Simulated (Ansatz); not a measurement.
Cartesian coordinates in Å:
```
O 2.0001 -0.2931 0.2315
Si 0.4291 -0.0832 0.6382
O -0.1740 -1.5318 1.1326
Si -0.6587 0.6671 -1.2964
Cl -2.6665 0.7541 -0.7781
H 2.5975 -0.6537 0.8895
H 0.2653 0.9050 1.7456
H -1.0065 -1.5312 1.6079
H -0.2530 2.0301 -1.7247
H -0.5333 -0.2634 -2.4461
```

Charge 0, multiplicity 1.

Problem. List the PBE/def2-TZVPP orbital energies in eV (the Gaussian-basis code of Ansatz). (Estimate.)

Solution. Computed: Occupied: -2738.89, -1780.56, -1780.33, -510.61, -510.55, -249.46, -190.15, -189.99, -189.99, -138.15, -138.01, -94.92, -94.89, -94.86, -94.82, -94.71, -94.70, -25.58, -25.07, -20.43, -14.68, -13.16, -12.91, -11.04, -9.59, -9.48, -9.19, -8.70, -8.53, -8.13, -7.79, -7.51, -6.52. Lowest empty: -1.50, -0.92, 0.10, 0.24, 0.55, 0.74, 1.42, 2.01.
